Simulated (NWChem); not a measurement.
CHBrF2; SMILES FC(F)Br

Program: NWChem. Medium grid unless said otherwise, to which SCAN and Minnesota functionals are sensitive. Geometry: optimised at PBE0/def2-SVP. Hybrids' shares of exact exchange are those that their runs print; pure functionals count as 0. The functionals differ in more than this share.

```
row                                     share of exact exchange  orbital gap (eV)
--------------------------------------  -----------------------  ----------------
LDA (Slater exchange, VWN5)/def2-TZVPD                     0.00              5.77
PBE/def2-TZVPD                                             0.00              5.82
B3LYP/def2-TZVPD                                           0.20              7.56
PBE0/def2-TZVPD                                            0.25              8.13
M06-2X/def2-TZVPD                                          0.54             10.08
Hartree-Fock/def2-TZVPD                                    1.00          withheld
```

Task: Fit a straight line of the last column on the one before it, predict the withheld value, and compare with the run.

Result: 
1. Means of the 5 shown rows: x = 0.198, y = 7.472. Slope Σ(x − x̄)(y − ȳ)/Σ(x − x̄)² = 1.590/0.1981 = 8.029; intercept 5.882.
2. The shown rows scatter about the line by 0.140 (root mean square); the largest residual is +0.24, at PBE0/def2-TZVPD.
3. At x = 1.00 (Hartree-Fock/def2-TZVPD; beyond the shown range) the line gives 13.91.
4. The run gives 13.36, -0.55 from the line, 3.9 times the scatter.
